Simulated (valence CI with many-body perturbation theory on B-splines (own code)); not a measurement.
**Sm41+: calculated level list**

Computed by relativistic CI+MBPT: three valence electrons over a frozen Dirac-Fock core [Ar], a basis of 7 s, 7 p, 8 d, 6 f, 4 g, 1 h functions for each j, with the one-electron correlation potential Σ1, the two-electron term Σ2, the three-electron term Σ3, Breit, model QED; selected CI, second order for the rest, scaled by the run's own slope (own B-spline code, finite nucleus).

No measured spectrum was set against this ion. As an estimate, large intervals hold to a few tenths of a per cent, small ones and those within an open d or f shell to about a per cent. Only levels of the ground parity were solved; by the run's estimate the other parity begins above the list, which can be wrong where configurations are misplaced.

Levels 1 to 19 of 19, with energies above the lowest level, (3d3/2^3) J=3/2. "Leading %" is the weight of the configuration and term that name the level; weights of strongly mixed levels are sums over their largest components and can fall short, so below about 35 % the name and the second component can differ from the true leading terms, or belong to a minority configuration. In the jj column 3d3/2^4 stands for four electrons in 3d with j = 3/2. Lifetimes count E1, E2, E3, M1 and M2 decay at the calculated energies, and are blank where another channel may lead or the interval is too uncertain; long ones can be off by a factor of two.

| No. | Configuration | Term | J | E (cm⁻¹) | Leading % | Leading jj | Second component | Lifetime |
| --- | --- | --- | --- | --- | --- | --- | --- | --- |
| 1 | 3d3 | 4F | 3/2 | 0 | 53 | 3d3/2^3 (96 %) | 34 % 3d3 2D |  |
| 2 | 3d3 | 4F | 5/2 | 202700 | 86 | 3d3/2^2 3d5/2 (98 %) | 13 % 3d3 2D | 4.48 μs |
| 3 | 3d3 | 4P | 3/2 | 248180 | 40 | 3d3/2^2 3d5/2 (97 %) | 30 % 3d3 2P | 5.13 μs |
| 4 | 3d3 | 2G | 7/2 | 263130 | 44 | 3d3/2^2 3d5/2 (92 %) | 43 % 3d3 4F | 266 μs |
| 5 | 3d3 | 2G | 9/2 | 270800 | 43 | 3d3/2^2 3d5/2 (97 %) | 40 % 3d3 2H | 260 ms |
| 6 | 3d3 | 4P | 1/2 | 279960 | 60 | 3d3/2^2 3d5/2 (100 %) | 40 % 3d3 2P | 13.8 μs |
| 7 | 3d3 | 4P | 5/2 | 408750 | 53 | 3d3/2^2 3d5/2 (83 %) | 30 % 3d3 2D | 18.2 μs |
| 8 | 3d3 | 4F | 7/2 | 466740 | 55 | 3d3/2 3d5/2^2 (95 %) | 42 % 3d3 2G | 2.19 μs |
| 9 | 3d3 | 4F | 9/2 | 491410 | 53 | 3d3/2 3d5/2^2 (94 %) | 44 % 3d3 2H | 3.79 μs |
| 10 | 3d3 | 4P | 3/2 | 524670 | 41 | 3d3/2 3d5/2^2 (99 %) | 40 % 3d3 2D | 1.63 μs |
| 11 | 3d3 | 2P | 1/2 | 542530 | 60 | 3d3/2 3d5/2^2 (100 %) | 40 % 3d3 4P | 2.70 μs |
| 12 | 3d3 | 2H | 11/2 | 555910 | 100 | 3d3/2 3d5/2^2 (100 %) |  | 8.75 μs |
| 13 | 3d3 | 2D | 5/2 | 567010 | 58 | 3d3/2 3d5/2^2 (82 %) | 18 % 3d3 4P | 3.65 μs |
| 14 | 3d3 | 2F | 5/2 | 603020 | 44 | 3d3/2 3d5/2^2 (95 %) | 36 % 3d3 2D | 5.03 μs |
| 15 | 3d3 | 2F | 7/2 | 617950 | 85 | 3d3/2 3d5/2^2 (96 %) | 14 % 3d3 2G | 6.22 μs |
| 16 | 3d3 | 2D | 3/2 | 720420 | 57 | 3d3/2 3d5/2^2 (76 %) | 34 % 3d3 2P | 2.46 μs |
| 17 | 3d3 | 2G | 9/2 | 750650 | 54 | 3d5/2^3 (96 %) | 30 % 3d3 4F | 1.72 μs |
| 18 | 3d3 | 2D | 3/2 | 854160 | 66 | 3d5/2^3 (77 %) | 24 % 3d3 2P | 1.66 μs |
| 19 | 3d3 | 2D | 5/2 | 912610 | 64 | 3d5/2^3 (92 %) | 23 % 3d3 2F | 1.14 μs |

The ionisation energy to 3d2 3F_2 of the next ion comes out as 3137.3 eV (NIST: 3137 ± 4 eV (theoretical)). All 19 levels together are meant to be complete up to 949110 cm⁻¹.
